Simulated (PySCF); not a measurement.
## Calculated data, ClGeH4OSi, ClGeH3Si

Calculation on a computer-drawn molecule: the log of a Hartree-Fock and frozen-core CCSD(T) single point meant for a local Hartree-Fock minimum, with one planted fault or none, to be diagnosed. Offsets are logged minus clean, where the clean run is the same molecule without the fault. The reference is restricted for singlets and unrestricted otherwise, and also for a bond in bohr or an excited solution. Adding or removing an electron swaps singlet and doublet. The excited solution moves the top pair (singlet) or top alpha electron (doublet) to the lowest empty orbital. Highest occupied and lowest empty are orbital energies over both spins, largest force is the largest gradient component, triples share is (T) over the correlation energy, the T1 limit is 0.02 restricted and 0.045 unrestricted, electrons count all cores, a negative frequency is imaginary (commonest isotopes), and the dipole is about the centre of nuclear charge; on germanium a core potential holds 10 electrons, which the energies leave out, and 3d is frozen in MP2 and coupled-cluster steps. Program: PySCF 2.14.0.

Common to all runs: meant charge 0; meant basis cc-pV(D+d)Z; meant basis and core potential on germanium cc-pVDZ-PP ECP10MDF; logged SCF converged yes; logged CC converged yes; logged SCF stable within its kind yes; possible faults no fault, one electron removed, one electron added, multiplicity raised by two, geometry at a saddle point, SCF held on an excited solution, minimal basis STO-3G, one bond length entered in bohr, all coordinates scaled.

(1) ClGeH4OSi

Logged structure:
```xyz
8
ClGeH4OSi
Cl    -1.9363     2.7663     0.3773
Si    -0.7082     1.1455     0.8684
O      0.3591    -0.1498    -1.6846
Ge     0.1842    -0.2684    -3.4629
H      0.4061     1.6870     1.6780
H      0.6158     1.0648    -4.0630
H      1.1064    -1.4063    -3.8801
H     -1.2764    -0.5812    -3.7722
```

| Item | Value |
| --- | --- |
| meant multiplicity | 2 |
| logged electrons | 75 |
| logged basis functions | 103 |
| logged spin squared | 1.7324 |
| logged highest occupied | -7.7772 eV |
| logged lowest empty | 0.43995 eV |
| logged largest force | 0.014936 hartree/bohr |
| logged T1 diagnostic | 0.038246 |
| logged D1 diagnostic | 0.24269 |
| logged triples share | 0.025161 |
| logged dipole magnitude | 3.1731 debye |
| logged energy HF | -1118.92727 hartree |
| logged energy CCSD(T) | -1119.45069 hartree |
| planted fault | ? |

Drawn bonds:
```
atom  other atom  order
   1           2      1
   2           3      1
   3           4      1
   2           5      1
   4           6      1
   4           7      1
   4           8      1
```

(2) ClGeH3Si

Logged structure:
```xyz
6
ClGeH3Si
Cl     0.6387    -2.2341    -1.8434
Si     0.4679    -1.1307    -0.0552
Ge     2.8950    -0.7816     0.2797
H      3.4862    -0.0212    -0.9154
H      3.1742     0.0288     1.5549
H      4.2436    -3.3394     0.5093
```

| Property | Result |
| --- | --- |
| meant multiplicity | 1 |
| logged electrons | 66 |
| logged basis functions | 84 |
| logged spin squared | 1.2367 |
| logged highest occupied | -8.6582 eV |
| logged lowest empty | 0.14559 eV |
| logged largest force | 0.01273 hartree/bohr |
| logged T1 diagnostic | 0.05359 |
| logged D1 diagnostic | 0.19715 |
| logged triples share | 0.034711 |
| logged dipole magnitude | 1.4828 debye |
| logged energy HF | -1043.47106 hartree |
| logged energy CCSD(T) | -1043.82647 hartree |
| planted fault | ? |

Drawn bonds:
```
atom  other atom  order
   1           2      1
   2           3      1
   3           4      1
   3           5      1
   3           6      1
```

Notes: T1 above single-reference limit.

**Q.** Which fault was planted in the run of ClGeH4OSi (entry 1)?
**A.** one bond length entered in bohr, row 2 of the drawn bonds

**Q.** ClGeH3Si (entry 2): planted fault?
**A.** one bond length entered in bohr, row 5 of the drawn bonds

Further results for ClGeH4OSi (entry 1):

| Property | Result |
| --- | --- |
| HF energy offset from clean run | 98.83 kcal/mol |
| CCSD(T) energy offset from clean run | 118.6 kcal/mol |

Further results for ClGeH3Si (entry 2):

| Item | Value |
| --- | --- |
| HF energy offset from clean run | 54.88 kcal/mol |
| CCSD(T) energy offset from clean run | 68.01 kcal/mol |
